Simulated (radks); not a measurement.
Spin polarisation of the 4f4 shell in neutral neodymium. Start: [Xe] 4f(up 2, down 2) 6s2; electrons of 4f are moved from spin down to spin up, other shells keep equal spins. Calculated with a radial shooting solver on a logarithmic mesh with Libxc functionals: scalar-relativistic Kohn-Sham, PBE, spin-polarised, spherical densities, finite nucleus; Fermi nuclear charge, rms radius of each element as measured or else 0.836 A^(1/3) + 0.57 fm.

| moment (Bohr magnetons) | E - E(0) (eV) | e(4f up) (eV) | e(4f down) (eV) | 6s down minus up (eV) |
|---|---|---|---|---|
| 0 | 0.000 | -1.754 | -1.754 | 0.000 |
| 1 | -0.158 | -2.045 | -1.415 | 0.044 |
| 2 | -0.629 | -2.284 | -1.029 | 0.089 |
| 3 | -1.413 | -2.462 | -0.590 | 0.137 |
| 4 | -2.501 | -2.556 | -0.084 | 0.189 |

At moment 4 the spin-polarisation energy is -2.501 eV and the 4f exchange splitting 2.472 eV, that is 0.618 eV per Bohr magneton; E = -I m^2/4 would give I = 0.625 eV.
